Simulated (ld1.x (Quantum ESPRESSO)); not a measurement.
# copper, PAW: configuration errors across variants

```
Element                 : copper
Generator               : ld1.x (Quantum ESPRESSO) 7.5
Type                    : PAW
Functional              : PBE
Relativity              : scalar-relativistic
Frozen core             : [Ne]
Valence charge          : 19
Reference configuration : 3s2 3p6 3d10 4s0.5 4p0 (charge +0.5)
Partial waves           : 3s (bound): rcut 0.95, rcutus 1.10 bohr; 4s (bound): rcut 0.95, rcutus 1.10 bohr; 3p (bound): rcut 1.30, rcutus 1.55 bohr; 4p (bound, empty): rcut 1.30, rcutus 1.55 bohr; 3d (bound): rcut 0.95, rcutus 1.20 bohr; 3d channel at -0.05 Ry: rcut 0.95, rcutus 1.20 bohr
Local potential         : all-electron potential smoothed inside 0.95 bohr (lloc = -1)
Core correction         : a·sin(br)/r model core inside 0.95 bohr
Augmentation charge     : PSQ, inside the norm-conserving radii
```

All-electron excitation energies from the reference (eV): (1) 3s2 3p6 3d10 4s1 4p0 -3.162; (2) 3s2 3p6 3d10 4s0 4p0 4.986; (3) 3s2 3p6 3d9 4s0 4p0 26.318; (4) 3s2 3p5 3d10 4s1 4p0 76.373; (5) 3s2 3p6 3d8 4s0 4p0 65.338; (6) 3s1 3p6 3d10 4s1 4p0 119.071; (7) 3s2 3p6 3d7 4s0 4p0 125.047.

The overlap operator is not positive definite (basis up to 400 Ry) in “base”, “wave 3d channel at -0.05 Ry: rcut 0.95, rcutus 1.20 bohr becomes 3d channel at 4.13 Ry: rcut 0.95, rcutus 1.20 bohr”, “waves 3s (bound): rcut 0.95, rcutus 1.06 bohr; 4s (bound): rcut 0.95, rcutus 1.06 bohr”, “core correction a·sin(br)/r model core inside 0.90 bohr”, “waves 3d (bound): rcut 0.86, rcutus 0.92 bohr; 3d channel at -0.05 Ry: rcut 0.86, rcutus 0.92 bohr”, “local potential all-electron potential smoothed inside 0.64 bohr (lloc = -1)”, “local potential all-electron potential smoothed inside 1.05 bohr (lloc = -1)”, “all radii but the core radius scaled by about 0.78 (s 0.86, p 1.22, d 0.94 bohr, rcut 0.76/1.02/0.76); local potential all-electron potential smoothed inside 0.76 bohr (lloc = -1)”, “waves 3s (bound): rcut 0.66, rcutus 0.70 bohr; 4s (bound): rcut 0.66, rcutus 0.70 bohr”. Such files are unfit for use, however small their errors in these radial tests.

3 further variants failed, have other tests or another functional or relativity, and are left out.

Errors AE − PS in meV (a dash: test not solved or not reliable):

| change | (1) | (2) | (3) | (4) | (5) | (6) | (7) | bound ghosts |
| --- | --- | --- | --- | --- | --- | --- | --- | --- |
| base | -0.4 | -1.5 | -23 | -85 | -239 | -107 | -982 | not determined (overlap not positive) |
| wave 3d channel at -0.05 Ry: rcut 0.95, rcutus 1.20 bohr becomes 3d channel at 4.13 Ry: rcut 0.95, rcutus 1.20 bohr | -0.4 | -1.6 | -25 | -88 | -255 | -112 | -1051 | not determined (overlap not positive) |
| waves 3s (bound): rcut 0.95, rcutus 1.06 bohr; 4s (bound): rcut 0.95, rcutus 1.06 bohr | -0.2 | -1.4 | -25 | -82 | -246 | -103 | -1004 | not determined (overlap not positive) |
| core correction a·sin(br)/r model core inside 0.90 bohr | -0.4 | -1.5 | -23 | -85 | -239 | -107 | -982 | not determined (overlap not positive) |
| waves 3d (bound): rcut 0.86, rcutus 0.92 bohr; 3d channel at -0.05 Ry: rcut 0.86, rcutus 0.92 bohr | -0.3 | -1.6 | -22 | -86 | -226 | -109 | -935 | not determined (overlap not positive) |
| local potential all-electron potential smoothed inside 0.64 bohr (lloc = -1) | -1.0 | -2.4 | -39 | -124 | -424 | -165 | -1799 | not determined (overlap not positive) |
| local potential all-electron potential smoothed inside 1.05 bohr (lloc = -1) | -0.2 | -1.3 | -23 | -76 | -212 | -96 | -818 | not determined (overlap not positive) |
| all radii but the core radius scaled by about 0.78 (s 0.86, p 1.22, d 0.94 bohr, rcut 0.76/1.02/0.76); local potential all-electron potential smoothed inside 0.76 bohr (lloc = -1) | +0.5 | -0.3 | +0.7 | -27 | +27 | -20 | +115 | not determined (overlap not positive) |
| waves 3s (bound): rcut 0.66, rcutus 0.70 bohr; 4s (bound): rcut 0.66, rcutus 0.70 bohr | -0.4 | -1.6 | -24 | -83 | -243 | -112 | -997 | not determined (overlap not positive) |

(1) Give the same row for: waves 3p (bound): rcut 1.30, rcutus 2.22 bohr; 4p (bound): rcut 1.30, rcutus 2.22 bohr.

Answers

(1) +0.2, -0.8, -3.6, -45, -34, -45, –; bound ghosts: none.
